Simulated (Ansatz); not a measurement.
C$_{4}$H$_{8}$Si, SMILES `CC#C[SiH2]C`. Charge 0, multiplicity 1. All single points use the PBE0-D4/def2-TZVP geometry.

```xyz
13

C     0.406   -1.919    2.250
C     0.330   -1.159    1.021
C     0.269   -0.527   -0.009
Si    0.165    0.438   -1.548
C    -0.723    2.055   -1.256
H     0.137   -2.964    2.079
H    -0.275   -1.512    3.002
H     1.419   -1.893    2.662
H     1.544    0.688   -2.047
H    -0.556   -0.370   -2.568
H    -1.737    1.876   -0.893
H    -0.785    2.632   -2.181
H    -0.194    2.654   -0.511
```

Q: What is the dipole moment at B3LYP/def2-TZVPP? (Estimate.)

A: Computed: 1.43 D, with components (-0.28, -0.14, 1.40) D in this frame, pointing from negative to positive charge.

Q: And with PBE, r2SCAN, ωB97M-V? (An estimate is asked.)

A: Ansatz gave: PBE 1.48 D, r2SCAN 1.54 D, ωB97M-V 1.45 D.

Q: Give the Mulliken charges with B3LYP, PBE, r2SCAN in def2-TZVPP. (Best estimate.)

A: Computed: 
| atom | B3LYP | PBE | r2SCAN |
| --- | --- | --- | --- |
| C1 | -0.30 | -0.31 | -0.24 |
| C2 | -0.11 | -0.12 | -0.24 |
| C3 | -0.09 | -0.04 | 0.05 |
| Si4 | 0.39 | 0.30 | 0.44 |
| C5 | -0.38 | -0.37 | -0.30 |
| H6 | 0.12 | 0.12 | 0.08 |
| H7 | 0.11 | 0.12 | 0.08 |
| H8 | 0.11 | 0.12 | 0.08 |
| H9 | -0.08 | -0.07 | -0.09 |
| H10 | -0.08 | -0.07 | -0.09 |
| H11 | 0.10 | 0.11 | 0.08 |
| H12 | 0.10 | 0.10 | 0.07 |
| H13 | 0.10 | 0.11 | 0.08 |

B3LYP here is the variant with VWN-RPA as its local correlation; programs differ in this.
